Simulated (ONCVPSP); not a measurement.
cobalt: excitation energies, all-electron against ONCV

ONCVPSP 4.0.1 input, shortened (lines: element, Z, core and valence counts, functional; n l f; lmax; l rc ep ncon nbas qcut; lloc lpopt rc5 dvloc0; l nproj debl; icmod fcfact rcfact), PBE, scalar-relativistic:

```
  Co 27.00    3    4        4      upf
    1    0    2.00
    2    0    2.00
    2    1    6.00
    3    0    2.00
    3    1    6.00
    3    2    7.00
    4    0    0.50
    2
    0    1.15    0.00    4    9    8.30
    1    1.15    0.00    4    7   10.20
    2    1.65    0.00    4    9    8.80
    4    5    0.95    3.00
    0    2    3.30
    1    2    1.20
    2    2    0.80
    0    0.00    0.00
```

In the p channel the program set the typed energies aside and used -2.919, 0.250 Ha. In the d channel the program set the typed energies aside and used -0.803, 0.250 Ha.

Energies are relative to the spin-unpolarised reference configuration 3s2 3p6 3d7 4s0.5; without spin polarisation the order of configurations can differ from experiment.

```tsv
valence configuration	charge	ΔE all-electron (eV)	error AE − PS (meV)
3s2 3p6 3d7 4s2	0	-16.400	+6.6
3s2 3p6 3d7 4s1	+1	-7.370	+1.2
3s2 3p6 3d8 4s1	0	-17.604	+17
```

(1) What are ΔE and the potential's error for 3s2 3p6 3d7 4s0?

Levels in the configuration 3s2 3p6 3d7 4s1:

| level | all-electron (eV) | pseudo (eV) |
| --- | --- | --- |
| 3s | -111.225 | -111.209 |
| 3p | -74.471 | -74.460 |
| 3d | -16.959 | -16.942 |
| 4s | -12.763 | -12.765 |

## Answers

(1) ΔE = 9.416 eV all-electron; the error (AE − PS) is -0.1 meV.
